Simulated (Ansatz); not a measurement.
# Relative stability

Two relaxed structures of Al2H4O2, closed shell (PBE0-D4/def2-TZVP; forces vanish, vibrations not checked).

A:

O1  (-0.748, 2.413, -0.439)
Al2  (0.308, 1.333, 0.321)
O3  (0.172, -0.330, 0.115)
Al4  (0.121, -2.004, -0.026)
H5  (-1.464, 2.153, -1.016)
H6  (1.427, 1.946, 1.233)
H7  (0.926, -2.687, -1.205)
H8  (-0.741, -2.823, 1.018)
(Å)

B:

```
8
angstrom
O 0.4782 -1.4771 0.4542
Al 0.5840 0.5270 0.6106
O 0.2285 0.6903 -1.1024
Al -1.2592 1.4432 -0.5973
H -2.3676 2.0079 -1.6006
H 1.9191 0.6847 1.4507
H 0.1941 -1.4925 -0.4764
H -0.1781 -1.9562 0.9722
```

Ansatz 0.2.0; basis: def2-TZVPP; cores frozen in the correlated methods. B3LYP uses VWN-RPA correlation.

Task: Which structure is lower at CCSD(T), and by how much? (Judge from chemistry; the value comes from the calculation.)

Result: By the calculation: A, by 2.733 eV (electronic energy, against the other). By their contacts, A is Al₂H₄O₂ ([OH][AlH][O][AlH2]) and B is Al₂H₄O₂ ([OH2][AlH]1[O][AlH]1).

All methods give the same order:

| method | E(B) − E(A) (eV) |
| --- | --- |
| PBE-D4 | 2.349 |
| r2SCAN-D4 | 2.610 |
| PBE0-D4 | 2.508 |
| B3LYP-D4 | 2.802 |
| wB97M-V | 2.741 |
| HF | 3.285 |
| MP2 | 2.838 |
| CCSD | 2.841 |
| CCSD(T) | 2.733 |

The T1 diagnostic stays at or below 0.016.

Labels in which every atom is bracketed show which atoms are joined, not bond orders.

For scale, one of the runs: CCSD(T)/def2-TZVPP, 202 basis functions, launched by `ansatz run in.yaml --threads 2 --pin off --events-out ev --progress --plain --max-ram 4352MiB`. Hardware: 2 CPU threads of an AMD EPYC 7R13, shared host. Wall time 45 s; peak host memory 2.4 GiB.
